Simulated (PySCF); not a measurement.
**B⁺: interval between two levels**

B⁺ [He] 2s2 → B⁺ [He] 2s1 3s1 [3S1, M_J = 1], as a difference of total energies. Calculation: PySCF 2.14, in x2c-SVPall-2c with one added diffuse shell of s type (4s2p1d, 15 functions); the two-component X2C-1e Hamiltonian. Correlated levels: 1s2 frozen. "Screened" scales the spin-orbit matrix elements by Boettger's factors to mimic the two-electron term; Breit and QED terms are absent.

```json
{"method": "GHF (screened spin-orbit)", "interval between two levels (cm⁻¹)": "117400"}
{"method": "GMP2 (screened spin-orbit)", "interval between two levels (cm⁻¹)": "124000"}
```

Errors of the correlated levels include the incompleteness of this basis and the frozen core.

For comparison: 129770 cm⁻¹ (measured; NIST Handbook of Basic Atomic Spectroscopic Data (Sansonetti and Martin, J. Phys. Chem. Ref. Data 34, 1559 (2005))).
